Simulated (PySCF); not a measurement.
# Electronic absorption of C2H7PSi

Species: C₂H₇PSi.
Bonds: P1–Si2, Si2–C3, C3–C4, Si2–C4. Hydrogens: H5, H6 on P1; H7 on Si2; H8, H9 on C3; H10, H11 on C4.

Theory: TDDFT B3LYP/def2-SVPD, vertical, gas phase, core orbitals frozen in the response in PySCF. Geometry: PBE0-D3(BJ)/def2-SVP, one conformer, isolated molecule. Torsions of this conformer, `[PH2:1][SiH:2]1[CH2:3][CH2:4]1`: H–P1–Si2–C3 -159°, H–P1–Si2–C3 106°.

**Question.** What does the calculation give for the low-lying excited states?

**Answer.** 

```tsv
state	E (eV)	λ (nm)	ν̃ (cm⁻¹)	f	|μ| (D)	main configurations (H = HOMO, L = LUMO)
S1	5.67	218.5	45760	0.0000	0.03	H→L+1 (97%)
S2	6.02	206.1	48530	0.0021	0.30	H→L+2 (96%)
S3	6.05	205.0	48790	0.139	2.46	H→L (83%), H→L+3 (12%)
S4	6.31	196.6	50870	0.0022	0.30	H-1→L (93%)
S5	6.38	194.3	51460	0.067	1.66	H→L+3 (84%), H→L (10%)
S6	6.57	188.6	53010	0.016	0.79	H→L+4 (98%)
S7	6.65	186.4	53650	0.039	1.24	H-1→L+2 (74%), H-1→L+1 (23%)
S8	6.79	182.6	54760	0.0024	0.31	H→L+5 (97%)
S9	6.87	180.4	55440	0.270	3.22	H-1→L+1 (66%), H-1→L+2 (20%)
S10	7.00	177.0	56500	0.014	0.72	H-1→L+3 (82%), H-2→L (13%)
```

Triplets, Tamm–Dancoff:

```tsv
state	E (eV)	λ (nm)	main configurations (H = HOMO, L = LUMO)
T1	4.83	256.5	H→L (90%)
T2	5.35	231.8	H→L+1 (84%), H→L+2 (12%)
T3	5.55	223.3	H-1→L+1 (91%)
T4	5.72	216.8	H-1→L (56%), H-1→L+3 (34%)
```

The lowest singlet lies at 5.67 eV (219 nm, ultraviolet) and is dark (f under 0.0005); its leading configuration is HOMO→LUMO+1 (97%). The most intense listed level is S9 at 6.87 eV (180 nm, f = 0.270), 1.20 eV above S1. Löwdin shares by element: HOMO carbon 51%, silicon 30% (atoms not listed hold the other 20%); LUMO silicon 24%, phosphorus 24%, carbon 21% (atoms not listed hold the other 32%). Of the 10 states listed, 6 reach f = 0.01 and 1 stays under 0.0005. The listed states span 1.33 eV, and the widest gap between neighbours is 0.34 eV (S1 to S2). Orbital energies (eV): HOMO-3 -9.54, HOMO-2 -8.17, HOMO-1 -7.42, HOMO -6.64, LUMO -0.04, LUMO+1 0.00, LUMO+2 0.24. The vertical ionisation energy (ΔSCF) is 8.85 eV, 1.84 eV above S10. The window holds the lowest 10 singlets.
